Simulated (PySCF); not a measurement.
## Finite-field polarisability of Cu- (copper, charge -1)

[Ar] 3d10 4s2, closed-shell 1S. Computed with PySCF 2.14 in def2-QZVPPD (11s6p5d4f2g, 100 functions), with no relativity, point nucleus. Frozen: [Ar]. Energy changes in a uniform field (μhartree):

| axis | F (au) | HF | MP2 | CCSD | CCSD(T) |
| --- | --- | --- | --- | --- | --- |
| x | 0.00091 | -100.206 | -58.520 | -71.630 | -65.365 |
| x | 0.00182 | -400.581 | -234.203 | -286.517 | -261.522 |

Problem. Derive α along x at CCSD(T) from the two fields.

Solution. With ΔE = −αF²/2 − γF⁴/24, α = −(16 ΔE(F) − ΔE(2F))/(6F²) = 157.9 bohr³.

Problem. And the mean polarisability at each level?

Solution. HF 242.1, MP2 141.3, CCSD 173.0, CCSD(T) 157.9 bohr³.

The polarisability of an anion needs two sets of diffuse s and p functions; this basis lacks them, so these values show the method and not the converged property.
